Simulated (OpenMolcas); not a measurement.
## V2+: effect of the metal basis

V2+ with its 6 nearest fluoride ions at 2.06 Å, on the Mg site of KMgF3 (a = 3.973 Å, distance in the model lattice 1.986 Å). The rest of the host is ab initio model potentials to 7.6 Å and point charges beyond; the distance is set by hand and nothing relaxes.

```yaml
Program: OpenMolcas
Method: "SS-CASPT2, IPEA 0.25 Eh, imaginary shift 0.1 Eh (closed shells correlated: 3s 3p and the ligand valence shells)"
Spin-orbit_coupling: RASSI with atomic mean-field integrals over the reference wave functions
```

Fixed: ligand basis ANO-RCC-VDZP, active space 3 electrons in 5 orbitals (3d), DKH2 Hamiltonian.

States (labels of O, the rotations of Oh). Energies in cm-1 above the lowest state or level, χT in cm3 K/mol; 10Dq and B are least-squares fits to the states below 45000 cm-1, weighted by degeneracy, with a free offset, and given where the rms deviation is under 5 % of |10Dq| (or 100 cm-1) and under 700 cm-1.

| Run | Metal basis | Ground state | First state of that spin | 10Dq | B (rms of fit) | First gap with spin-orbit (degeneracies) | χT at 300 K | First state of another spin | Cost |
| --- | --- | --- | --- | --- | --- | --- | --- | --- | --- |
| A | ANO-RCC-VDZP | 4A2 | 4T2 13520 | 13867 | 763 (584) | 13450 (4, 2) | 1.858 | 2E 13990 | roughly 2.6 core-minutes |
| B | ANO-RCC-VTZP | 4A2 | 4T2 12740 | 13115 | 740 (652) | 12680 (4, 2) | 1.858 | 2E 13220 | roughly 4 core-minutes |

Against A, |10Dq| changes by -5.4 % in B.

Costs are those of the CASPT2 steps.

Roots that are degenerate in the reference are averaged as groups; the widest CASPT2 spread within a group is 230 cm-1 (the 3-fold group of multiplicity 2 near 28000 cm-1 above the lowest state of its run, A). Shifts and gaps below about the spread of the groups concerned are not significant. Over all roots computed the reference weight is 0.75 in A, 0.74 to 0.75 in B; a low but even weight reflects the number of correlated electrons. Ligand-to-metal charge-transfer states are missing. With no ligand orbital active B as a rule stays too high, so bands that hang on it stand too high and its fall with covalency is understated. With one d shell and no ligand orbital active, 10Dq can be off by tens of per cent for divalent 3d ions, low with halides held by bare charges and at times high in hosts. Free-ion shares, where given, are those of the reference states; single-state CASPT2 does not remix them. No measured value stands beside these numbers; the geometry was set by hand and not optimised.
